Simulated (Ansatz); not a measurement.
A run on `[F][Ga-]1([F])[O]C=CC=[O+]1` with other settings.

```yaml
crystal:
  periodic: [false, false, false]
  atoms:
    - {symbol: F, position_ang: [-0.787123, -2.075626, 2.084339]}
    - {symbol: Ga, position_ang: [0.431559, -1.075286, 1.340965]}
    - {symbol: F, position_ang: [2.069043, -1.144581, 1.934171]}
    - {symbol: O, position_ang: [-0.158987, 0.727368, 1.310034]}
    - {symbol: C, position_ang: [-0.422934, 1.342339, 0.232685]}
    - {symbol: C, position_ang: [-0.332422, 0.843492, -1.060411]}
    - {symbol: C, position_ang: [0.077638, -0.449636, -1.358416]}
    - {symbol: O, position_ang: [0.421721, -1.351678, -0.535938]}
    - {symbol: H, position_ang: [-0.755667, 2.376504, 0.363472]}
    - {symbol: H, position_ang: [-0.594576, 1.497771, -1.879777]}
    - {symbol: H, position_ang: [0.117147, -0.747666, -2.410524]}
basis:
  gaussian: {orbitals: def2-mTZVPP}
hamiltonian: {xc: {name: SPW92}}
output: {forces: true}
```

```sh
$ ansatz run in.yaml --threads 4 --pin off --events-out ev --progress --plain --max-ram 11315MiB
```

Shortened log:

```
Functional definition: SPW92
1707 factors; their error is unknown
mean field evaluation 1: about -64884.6715 eV, gradient 9.7e1 eV
mean field evaluation 2: about -64844.8895 eV, gradient 1.9e2 eV
mean field evaluation 4: about -64899.5860 eV, gradient 1.1e1 eV
mean field evaluation 8: about -64899.8198 eV, gradient 9.3e-2 eV
mean field evaluation 16: about -64899.7832 eV, gradient 6.1e-4 eV
mean field -64899.78324772 eV, -2385.0230437005 hartree, gradient 3.3e-5 eV, S^2 0.000000; 0 other end points of the search recorded, 0 dependent functions left out
reference -64899.78328830 eV, -2385.0230451920 hartree; 43, 43 occupied and 161, 161 virtual orbitals, 1707 factors
Total energy: -64899.78328830 eV, -2385.0230451920 hartree
Atom 0 at    -0.787123    -2.075626     2.084339 Å, force     0.077648     0.082383    -0.068464 eV/Å
Atom 1 at     0.431559    -1.075286     1.340965 Å, force    -0.035170     0.088239    -0.110274 eV/Å
Atom 2 at     2.069043    -1.144581     1.934171 Å, force    -0.117152     0.019496    -0.058888 eV/Å
Atom 3 at    -0.158987     0.727368     1.310034 Å, force     0.123680    -0.317463     0.358672 eV/Å
Atom 4 at    -0.422934     1.342339     0.232685 Å, force     0.038671    -0.197235    -0.461280 eV/Å
Atom 5 at    -0.332422     0.843492    -1.060411 Å, force     0.137798    -0.343847     0.430505 eV/Å
Atom 6 at     0.077638    -0.449636    -1.358416 Å, force    -0.145938     0.464732     0.126406 eV/Å
Atom 7 at     0.421721    -1.351678    -0.535938 Å, force     0.113675    -0.281587     0.390613 eV/Å
Atom 8 at    -0.755667     2.376504     0.363472 Å, force    -0.118860     0.376984     0.083820 eV/Å
Atom 9 at    -0.594576     1.497771    -1.879777 Å, force    -0.100398     0.250684    -0.313874 eV/Å
Atom 10 at     0.117147    -0.747666    -2.410524 Å, force     0.026047    -0.142386    -0.377236 eV/Å
Dipole moment:    -0.303081     0.765156    -0.957166 e Å
```

Run time 1.1 s (4 threads of an Intel Xeon 6975P-C on a shared host); peak host memory 0.58 GiB.
